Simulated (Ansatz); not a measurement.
Z-matrix (Å, degrees):
```
C
C 1 1.489
H 1 1.096 2 110.9
H 1 1.094 2 111.1 3 118.3
H 1 1.092 2 111.5 3 -120.6
C 2 1.326 1 125.1 3 119.1
H 2 1.088 1 116.2 3 -60.3
H 6 1.086 2 121.4 1 0.8
H 6 1.084 2 121.6 1 -179.6
Zn 3 3.480 1 102.8 2 -57.6
```

Total charge 0; spin multiplicity 1. The bonds changed during the relaxation, so this is another structure than the one it started from.

(1) List the ωB97M-V/def2-TZVPP orbital energies in eV (Ansatz 0.2.0). (An estimate is asked.)

## Answers

(1) Ansatz gave: Occupied: -9464.13, -1155.28, -1015.69, -1015.69, -1015.69, -281.62, -281.33, -281.19, -135.09, -90.41, -90.41, -90.40, -24.91, -21.97, -18.19, -15.75, -15.68, -15.67, -15.67, -15.67, -15.67, -14.38, -14.18, -12.88, -12.13, -9.84, -8.36. Lowest empty: 0.97, 1.05, 1.34, 2.53, 3.30, 3.92, 4.11, 4.83.
